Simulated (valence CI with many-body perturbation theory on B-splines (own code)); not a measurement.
## Energy levels of Hg⁷⁵⁺

Computed by configuration interaction combined with many-body perturbation theory (CI+MBPT): three valence electrons over a frozen Dirac-Fock core [He], a basis of 11 s, 11 p, 10 d, 8 f, 5 g, 2 h functions for each j, with the one-electron correlation potential Σ1 (screened to all orders), the two-electron term Σ2, the three-electron term Σ3, Breit, model QED; selected single and double excitations, second order for the rest, scaled by the run's own slope (own B-spline code, finite nucleus).

No measured spectrum was set against this ion. As an estimate, large intervals hold to a few tenths of a per cent, small ones and those within an open d or f shell to about a per cent.

Levels 46 to 90 of 165, with energies above the lowest level, (2s^2 2p1/2) J=1/2. "Leading %" is the weight of the configuration and term that name the level; weights of strongly mixed levels are sums over their largest components and can fall short, so below about 35 % the name and the second component can differ from the true leading terms, or belong to a minority configuration. In the jj column 3d3/2^4 stands for four electrons in 3d with j = 3/2. Lifetimes count E1, E2, E3, M1 and M2 decay at the calculated energies, and are blank where another channel may lead or the interval is too uncertain; long ones can be off by a factor of two.

| No. | Configuration | Term | J | E (eV) | Leading % | Second component | Lifetime | g | Leading jj |
| --- | --- | --- | --- | --- | --- | --- | --- | --- | --- |
| 46 | 2s 2p 3s | 2P° | 1/2 | 15208 | 90 | 10 % 2s 2p 3s 4P° | 1.76 fs | 0.825 | 2s 2p3/2 3s (100 %) |
| 47 | 2s 2p 3p | 4P | 3/2 | 15210 | 45 | 27 % 2s 2p 3p 4S | 3.91 fs | 1.613 | 2s 2p3/2 3p1/2 (100 %) |
| 48 | 2s 2p 3p | 2D | 5/2 | 15211 | 44 | 38 % 2s 2p 3p 4D | 1.52 fs | 1.294 | 2s 2p3/2 3p1/2 (100 %) |
| 49 | 2s 2p 3s | 2P° | 3/2 | 15216 | 82 | 18 % 2s 2p 3s 4P° | 3.52 fs | 1.370 | 2s 2p3/2 3s (99 %) |
| 50 | 2s 2p 3p | 2P | 1/2 | 15309 | 47 | 22 % 2s 2p 3p 2S | 1.48 fs | 1.261 | 2s 2p3/2 3p1/2 (99 %) |
| 51 | 2s 2p 3p | 2D | 3/2 | 15310 | 61 | 20 % 2s 2p 3p 2P | 2.25 fs | 0.961 | 2s 2p3/2 3p1/2 (99 %) |
| 52 | 2p2 3s | 4P | 3/2 | 15429 | 87 | 11 % 2p2 3s 2P | 4.13 fs | 1.642 | 2p1/2 2p3/2 3s (99 %) |
| 53 | 2p2 3s | 2P | 1/2 | 15440 | 66 | 33 % 2p2 3s 4P | 2.02 fs | 1.285 | 2p1/2 2p3/2 3s (99 %) |
| 54 | 2p2 3s | 2D | 5/2 | 15447 | 65 | 34 % 2p2 3s 4P | 3.75 fs | 1.296 | 2p1/2 2p3/2 3s (99 %) |
| 55 | 2p2 3s | 2D | 3/2 | 15456 | 64 | 34 % 2p2 3s 2P | 2.13 fs | 0.942 | 2p1/2 2p3/2 3s (100 %) |
| 56 | 2p2 3p | 4P° | 1/2 | 15503 | 49 | 28 % 2p2 3p 4D° | 888 as | 1.726 | 2p1/2 2p3/2 3p1/2 (100 %) |
| 57 | 2p2 3p | 4D° | 3/2 | 15509 | 55 | 23 % 2p2 3p 2D° | 884 as | 1.116 | 2p1/2 2p3/2 3p1/2 (100 %) |
| 58 | 2p2 3p | 2F° | 5/2 | 15522 | 50 | 30 % 2p2 3p 2D° | 885 as | 1.030 | 2p1/2 2p3/2 3p1/2 (100 %) |
| 59 | 2p2 3p | 2P° | 3/2 | 15577 | 43 | 24 % 2p2 3p 2D° | 967 as | 1.292 | 2p1/2 2p3/2 3p1/2 (99 %) |
| 60 | 2s 2p 3p | 4D | 7/2 | 15804 | 100 |  | 119 fs | 1.394 | 2s 2p3/2 3p3/2 (100 %) |
| 61 | 2s 2p 3p | 2P | 3/2 | 15817 | 55 | 32 % 2s 2p 3p 4S | 1.95 fs | 1.469 | 2s 2p3/2 3p3/2 (100 %) |
| 62 | 2s 2p 3p | 4P | 5/2 | 15839 | 52 | 43 % 2s 2p 3p 2D | 2.10 fs | 1.382 | 2s 2p3/2 3p3/2 (100 %) |
| 63 | 2s 2p 3p | 2S | 1/2 | 15844 | 48 | 39 % 2s 2p 3p 2P | 1.15 fs | 1.339 | 2s 2p3/2 3p3/2 (100 %) |
| 64 | 2s 2p 3d | 4D° | 5/2 | 15884 | 44 | 22 % 2s 2p 3d 2D° | 420 as | 1.208 | 2s 2p3/2 3d3/2 (100 %) |
| 65 | 2s 2p 3d | 4D° | 3/2 | 15891 | 43 | 40 % 2s 2p 3d 4P° | 386 as | 1.302 | 2s 2p3/2 3d3/2 (100 %) |
| 66 | 2s 2p 3d | 4F° | 7/2 | 15893 | 45 | 43 % 2s 2p 3d 2F° | 449 as | 1.186 | 2s 2p3/2 3d3/2 (98 %) |
| 67 | 2s 2p 3d | 4P° | 1/2 | 15897 | 82 | 16 % 2s 2p 3d 4D° | 433 as | 2.133 | 2s 2p3/2 3d3/2 (100 %) |
| 68 | 2s 2p 3p | 2D | 5/2 | 15914 | 71 | 16 % 2s 2p 3p 4D | 2.47 fs | 1.250 | 2s 2p3/2 3p3/2 (100 %) |
| 69 | 2s 2p 3p | 2P | 3/2 | 15935 | 57 | 29 % 2s 2p 3p 2D | 2.71 fs | 1.218 | 2s 2p3/2 3p3/2 (100 %) |
| 70 | 2s 2p 3p | 2S | 1/2 | 15940 | 59 | 20 % 2s 2p 3p 2P | 24.0 fs | 1.716 | 2s 2p3/2 3p3/2 (100 %) |
| 71 | 2s 2p 3d | 2D° | 3/2 | 15984 | 62 | 14 % 2s 2p 3d 4P° | 414 as | 0.901 | 2s 2p3/2 3d3/2 (95 %) |
| 72 | 2s 2p 3d | 2F° | 5/2 | 15990 | 68 | 16 % 2s 2p 3d 2D° | 441 as | 0.919 | 2s 2p3/2 3d3/2 (100 %) |
| 73 | 2s 2p 3d | 2P° | 1/2 | 16001 | 71 | 24 % 2s 2p 3d 4D° | 371 as | 0.596 | 2s 2p3/2 3d3/2 (99 %) |
| 74 | 2s 2p 3d | 4F° | 9/2 | 16025 | 100 |  | 2.55 ps | 1.303 | 2s 2p3/2 3d5/2 (100 %) |
| 75 | 2s 2p 3d | 2D° | 5/2 | 16052 | 41 | 33 % 2s 2p 3d 4P° | 506 as | 1.301 | 2s 2p3/2 3d5/2 (99 %) |
| 76 | 2s 2p 3d | 4D° | 7/2 | 16059 | 51 | 42 % 2s 2p 3d 2F° | 335 as | 1.266 | 2s 2p3/2 3d5/2 (97 %) |
| 77 | 2s 2p 3d | 2P° | 3/2 | 16069 | 40 | 40 % 2s 2p 3d 2D° | 500 as | 1.158 | 2s 2p3/2 3d5/2 (92 %) |
| 78 | 2s 2p 3d | 2P° | 1/2 | 16088 | 80 | 7 % 2s 2p 3d 4D° | 449 as | 0.807 | 2s 2p3/2 3d5/2 (93 %) |
| 79 | 2p2 3p | 4D° | 5/2 | 16125 | 51 | 34 % 2p2 3p 4P° | 1.59 fs | 1.396 | 2p1/2 2p3/2 3p3/2 (98 %) |
| 80 | 2s 2p 3d | 2F° | 7/2 | 16130 | 39 | 28 % 2p2 3p 2F° | 1.18 fs | 1.192 | 2s 2p3/2 3d5/2 (57 %) |
| 81 | 2p2 3p | 2P° | 1/2 | 16133 | 37 | 29 % 2p2 3p 4P° | 1.41 fs | 1.529 | 2p1/2 2p3/2 3p3/2 (95 %) |
| 82 | 2p2 3p | 2D° | 3/2 | 16139 | 50 | 18 % 2p2 3p 4P° | 1.42 fs | 1.116 | 2p1/2 2p3/2 3p3/2 (95 %) |
| 83 | 2p2 3p | 2F° | 7/2 | 16153 | 36 | 31 % 2s 2p 3d 2F° | 1.96 fs | 1.184 | 2p1/2 2p3/2 3p3/2 (56 %) |
| 84 | 2s 2p 3d | 2D° | 5/2 | 16155 | 52 | 14 % 2s 2p 3d 2F° | 361 as | 1.155 | 2s 2p3/2 3d5/2 (83 %) |
| 85 | 2s 2p 3d | 2P° | 3/2 | 16161 | 66 | 8 % 2s 2p 3d 4D° | 471 as | 1.251 | 2s 2p3/2 3d5/2 (94 %) |
| 86 | 2p2 3p | 4S° | 3/2 | 16166 | 33 | 26 % 2p2 3p 2D° | 1.44 fs | 1.409 | 2p1/2 2p3/2 3p3/2 (95 %) |
| 87 | 2p2 3p | 2D° | 5/2 | 16180 | 56 | 12 % 2p2 3p 2F° | 943 as | 1.154 | 2p1/2 2p3/2 3p3/2 (84 %) |
| 88 | 2p2 3d | 4F | 3/2 | 16191 | 43 | 25 % 2p2 3d 2P | 1.27 fs | 0.915 | 2p1/2 2p3/2 3d3/2 (100 %) |
| 89 | 2p2 3d | 4F | 5/2 | 16192 | 52 | 39 % 2p2 3d 2F | 3.27 fs | 0.947 | 2p1/2 2p3/2 3d3/2 (100 %) |
| 90 | 2p2 3d | 4D | 1/2 | 16199 | 78 | 15 % 2p2 3d 2P | 2.26 fs | 0.254 | 2p1/2 2p3/2 3d3/2 (100 %) |
